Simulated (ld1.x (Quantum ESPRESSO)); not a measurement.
## Configuration tests for boron (B) (TM)

B, norm-conserving Troullier–Martins (Kleinman–Bylander form), made with ld1.x (Quantum ESPRESSO) 7.5 (PBEsol, non-relativistic). Core [He], reference 2s2 2p1. Waves: 2p (bound): rc 3.80 bohr; 2s (bound): rc 1.55 bohr. Local part: the s channel. Core correction: none.

Energies are relative to the spin-unpolarised reference configuration 2s2 2p1; without spin polarisation the order of configurations can differ from experiment. The frozen-core shift is the all-electron ΔE with the core orbitals held at their reference shape minus the fully relaxed ΔE.

```csv
valence configuration,charge,ΔE all-electron (eV),error AE − PS (meV),frozen-core shift (meV)
2s2 2p0,+1,8.142,+185,+0.5
2s1 2p0,+2,33.396,+543,+7.3
2s2 2p0.5,+0.5,2.856,+28,0.0
2s1 2p2,0,5.813,-37,+0.4
2s2 2p1.3,-0.3,-0.725,+2.9,0.0
2s1 2p1,+1,14.259,-87,+1.0
```

Task: What are ΔE and the potential's error for 2s0 2p3?

Result: ΔE = 11.644 eV all-electron; the error (AE − PS) is -135 meV.
